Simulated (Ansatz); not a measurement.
Ansatz (a quantum-chemistry and plane-wave program) input (MP2/6-311+G**): The .json file is the Basis Set Exchange's 6-311+G**.

Ansatz 0.2 input:
```yaml
crystal:
  periodic: [false, false, false]
  atoms:
    - {symbol: C, position_ang: [-2.32237400, -0.00011600, 1.56336000]}
    - {symbol: Si, position_ang: [-1.35052200, -0.50960300, 0.05908900]}
    - {symbol: C, position_ang: [-2.11059100, 0.14290300, -1.52075800]}
    - {symbol: O, position_ang: [0.18092400, 0.08788900, 0.27091600]}
    - {symbol: C, position_ang: [1.25398300, -0.18605400, -0.62994700]}
    - {symbol: Si, position_ang: [2.85338400, 0.47015200, 0.13672400]}
    - {symbol: H, position_ang: [-3.34312800, -0.38618400, 1.51420000]}
    - {symbol: H, position_ang: [-1.85910700, -0.38144000, 2.47480800]}
    - {symbol: H, position_ang: [-2.37534000, 1.08791200, 1.63970300]}
    - {symbol: H, position_ang: [-1.26520700, -1.99392900, -0.03869800]}
    - {symbol: H, position_ang: [-1.52490200, -0.14315700, -2.39699400]}
    - {symbol: H, position_ang: [-3.11850300, -0.25772800, -1.65501600]}
    - {symbol: H, position_ang: [-2.18088700, 1.23284000, -1.50128100]}
    - {symbol: H, position_ang: [1.34132600, -1.26409200, -0.81842700]}
    - {symbol: H, position_ang: [1.07777600, 0.29143500, -1.60175600]}
    - {symbol: H, position_ang: [2.74173600, 1.92893000, 0.36385100]}
    - {symbol: H, position_ang: [3.11060100, -0.21088600, 1.42585700]}
    - {symbol: H, position_ang: [3.98207300, 0.20510400, -0.79089500]}
basis:
  gaussian:
    orbitals: 6-311+G__.json
total_charge: 1
magnetization: {spin_polarized: true, initial_magnetization: 1}
correlation: {method: mp2, electrons: outside_noble_gas}
```

Output:

```
Functional definition: HF
integrals: 0.52 GiB planned
1719 factors; integrals over basis functions are off by at most 1.1e-3 eV
mean field: 1.42 GiB planned
mean field evaluation 1: about -21024.2165 eV, gradient 4.5e1 eV
mean field evaluation 2: about -21024.2207 eV, gradient 4.5e1 eV
mean field evaluation 4: about -21035.0971 eV, gradient 7.1e0 eV
mean field evaluation 8: about -21036.8826 eV, gradient 1.4e0 eV
mean field evaluation 16: about -21036.9678 eV, gradient 2.8e-4 eV
mean field evaluation 32: about -21036.9174 eV, gradient 9.5e-1 eV
mean field evaluation 64: about -21036.9384 eV, gradient 8.6e-1 eV
mean field -21036.96777028 eV, -773.0943061888 hartree, gradient 2.4e-6 eV, S^2 0.764178; 7 other end points of the search recorded, 0 dependent functions left out
14 core orbitals not correlated
reference -21036.96777028 eV, -773.0943061888 hartree; 19, 18 occupied and 189, 190 virtual orbitals, 1719 factors
second order -22.24965220 eV of doubles, -0.00000000 eV of singles
Total energy: -21059.21742248 eV, -773.9119658257 hartree
```

The dipole moment of an ion depends on the origin.

The geometry given is a B3LYP-D3(BJ)/def2-TZVP minimum of the species of charge 0 and multiplicity 1, not of this state.
